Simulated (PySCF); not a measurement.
## Cost of excited-state runs on `F[C@H]1C[Si@@H]1Br`, C$_{2}$H$_{4}$BrFSi

Cartesian coordinates in Å; atom numbers follow the order of the lines, from 1:
```xyz
9

F    -0.9547    1.1322    1.4727
C    -0.4714    0.0212    0.8320
C    -0.7118    0.0026   -0.6905
Si    1.0981    0.1454   -0.2118
Br    2.2735   -1.7252   -0.3335
H    -0.7656   -0.8585    1.3970
H    -1.1298   -0.9120   -1.0898
H    -1.2323    0.8735   -1.0640
H     1.9075    1.3266   -0.3371
```

PySCF with density fitting, on 1 thread of an Arm Neoverse V2, shared host. Command: `OMP_NUM_THREADS=1 python excited_run.py task.json out`

(1) How long does this run take, and how much memory?
- circular dichroism and optical rotation, B3LYP/def2-SVPD; 12 states; writes grids

Results:

(1) 
| run | level | basis functions | wall time | peak memory (GiB) |
| --- | --- | --- | --- | --- |
| circular dichroism and optical rotation | B3LYP/def2-SVPD | 160 | 35 s | 0.79 |

Times from a shared host are rough.
